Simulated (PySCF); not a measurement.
SiBr2Cl2, SMILES Cl[Si](Cl)(Br)Br.

The structure is a stationary point at B3LYP-D3(BJ)/def2-SVP.

Method: PBE/def2-TZVP run with PySCF.

Isolated molecule, no solvent.

Computed frontier levels, gap, dipole moment and polarisability:
| Quantity | Value |
|---|---|
| highest occupied level | -7.54 eV |
| lowest empty level | -2.42 eV |
| orbital gap | 5.12 eV |
| dipole moment | 0.17 D |
| quadrupole, principal values (traceless, Buckingham form, about the centre of nuclear charge) | -0.89, -0.15, 1.04 D·Å |
| mean static polarisability | 87.5 bohr³ (12.96 Å³) |
| polarisability, principal values | 81.5, 86.9, 93.9 bohr³ |
